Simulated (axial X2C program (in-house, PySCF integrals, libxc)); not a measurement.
## Potential curves of FeH⁺, 2c

All values were computed with an in-house relativistic program for diatomic molecules. Two-component (2c) means X2C with spin–orbit coupling and atomic mean-field two-electron Coulomb and Gaunt terms. Basis: Fe dyall-cv3z [9s10p6d3f2g], H dyall-v3z [6s2p1d] (cores contracted in-house); Gaussian nuclei, density fitting, unrestricted open shells. Masses: Fe 55.935 u, H 1.008 u.

State: Ω = 3 (⟨Sz⟩ = 2.00, ⟨Lz⟩ = 1.00 at HF). Energies in kJ/mol from the lowest point of each curve. Fits are polynomials in 1 − R0/R over 0.85 to 1.23 times the lowest point R0.

```tsv
R (Å)	CCSD	BHandHLYP
1.3494		42.21
1.4114	19.19	20.22
1.4579	8.91	9.57
1.5045	2.73	3.04
1.5510	0.00	0.00
1.6053	0.43	0.07
1.6596	4.10	3.30
1.7294	12.73	11.05
1.8147		24.44
1.9387		48.19
```

Correlated methods: 8 electrons correlated (number of frozen shells: Fe 3 s, 2 p; H none), 184 virtual spin orbitals or spinors in MP2, 90 natural virtuals in coupled cluster.

The state is one determinant whose occupation by symmetry is held fixed; it was picked as the lowest of a PBE0 search that is not exhaustive. Density functionals use the spin component along the axis (collinear). CCSD ran in a truncated set of natural virtual spinors with an MP2 remainder; without triples it tends to underbind. Other states lie close and PBE0, whose exact exchange favours high spin, may order them wrongly; the determinant shown need not be the ground state. The nearest other 2c determinant of the search, Ω = 4, lies 0.04 eV up at the distance of the search. Without a current term, density functionals place determinants with orbital angular momentum somewhat too high. With several unpaired electrons one determinant need not be a pure state. Open-shell Ω = 0 determinants with evenly filled partner blocks cannot be reached by this program, so the Ω shown need not be the lowest component. The determinant is spin-polarised beyond a pure state at some levels (its spin-free form has ⟨S²⟩ too high), which makes Re and μ there less reliable. Coupled cluster ran on the points near the minimum only. MP2 and coupled cluster on one determinant become unreliable at the stretched end.

(1) Fit the CCSD curve near its minimum: give the equilibrium distance and the harmonic wavenumber.

(2) Fit the BHandHLYP curve near its minimum: give the equilibrium distance and the harmonic wavenumber.

Results:

(1) At CCSD, 2c: Re = 1.571 Å, ωe ≈ 1870 cm⁻¹; Be follows as 6.9 cm⁻¹.

(2) At BHandHLYP, 2c: Re = 1.577 Å, ωe ≈ 1850 cm⁻¹; Be follows as 6.85 cm⁻¹.
